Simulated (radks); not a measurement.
Problem. The carbon ion C2+, [He] 2s2. Calculated with a radial shooting solver on a logarithmic mesh with Libxc functionals: non-relativistic Kohn-Sham, exchange-only PBE, spin-polarised, spherical densities, point nucleus. Every spin shell is full or empty, so the densities are truly spherical. Functionals are evaluated on that one density, not self-consistently. Rank these exchange functionals by their error against the exact value of the orbitals, and give that value: LDA, PW91, OPTX, SOGGA, B86b, G96, EV93, r2SCAN, MVS.

Solution. Exact: -4.30142 hartree. From best to worst, with 100 (|E| - |E exact|)/|E exact| (equal figures are ties): OPTX 0.00, B86b -0.07, G96 -0.14, r2SCAN -0.38, MVS -0.54, PW91 -0.60, EV93 +4.66, SOGGA -5.40, LDA -12.83.
